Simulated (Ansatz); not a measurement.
All numbers were calculated with Ansatz.

Basis-set series for `N#[C][Ge]([Cl])([Cl])[C]#N`. Charge 0, multiplicity 1. The structure was optimised at the PBE0-D4/def2-TZVP level.

```
atom   x (Å)   y (Å)   z (Å)
  N1   0.599   2.409  -1.299
  C2   0.506   1.394  -0.767
 Ge3   0.371  -0.289   0.114
 Cl4   1.427  -0.204   1.934
 Cl5   1.133  -1.793  -1.148
  C6  -1.465  -0.645   0.472
  N7  -2.571  -0.871   0.694
```

| functional | basis | functions | energy (Eh) | HOMO (eV) | LUMO (eV) |
| --- | --- | --- | --- | --- | --- |
| PBE0-D4 | def2-TZVPP | 256 | -3182.49218 | -10.37 | -2.36 |
| PBE0-D4 | def2-QZVPP | 457 | -3182.57227 | -10.39 | -2.40 |
| ωB97M-V | def2-TZVPP | 256 | -3183.07528 | -12.63 | -0.25 |
| ωB97M-V | def2-QZVPP | 457 | -3183.15174 | -12.66 | -0.34 |

Q: Give the rows for def2-SVP. (Estimate.)

A: The calculation gave: 
| functional | basis | functions | energy (Eh) | HOMO (eV) | LUMO (eV) |
| --- | --- | --- | --- | --- | --- |
| PBE0-D4 | def2-SVP | 124 | -3181.69900 | -10.24 | -2.19 |
| ωB97M-V | def2-SVP | 124 | -3182.28136 | -12.45 | 0.00 |

Scalar relativity is left out up to krypton.
